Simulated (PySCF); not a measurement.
**Vanadium: a sound run and one with changed settings**

Sound run: V(2+) [Ar] 3d3, V(3+) [Ar] 3d2. Calculation: PySCF 2.14, in cc-pVDZ-DK; the spin-free X2C one-electron Hamiltonian (Gaussian nucleus). In the sound run the correlated levels freeze [Ar]. The sound run starts from symmetry-adapted Hartree-Fock orbitals and uses a fine grid where one is needed.

Changed run: basis STO-3G, all-electron and non-relativistic. This setting is unsound on purpose.

```
species  method  sound run (hartree)  changed run (hartree)  converged
  V(2+)     UHF           -947.42831             -932.43195        yes
  V(2+)    BP86           -948.50067             -933.29535        yes
  V(2+)     PBE           -948.14379             -932.95349        yes
  V(2+)     MP2           -947.44088             -932.43205        yes
  V(3+)     UHF           -946.38225             -931.51142        yes
  V(3+)    BP86           -947.39171             -932.33060        yes
  V(3+)     PBE           -947.03476             -931.98987        yes
  V(3+)     MP2           -946.38440             -931.51142        yes
```

Ionisation energy of V(2+):

| method | sound run (eV) | changed run (eV) |
| --- | --- | --- |
| UHF | 28.465 | 25.049 |
| BP86 | 30.176 | 26.252 |
| PBE | 30.178 | 26.221 |
| MP2 | 28.748 | 25.052 |
| SCS-MP2 | 28.559 | 25.050 |

A minimal basis cannot let orbitals breathe on ionisation and holds almost no correlation. The Hamiltonian changed with the basis, so the totals do not compare.

For comparison, NIST gives 29.311 eV between the lowest levels.
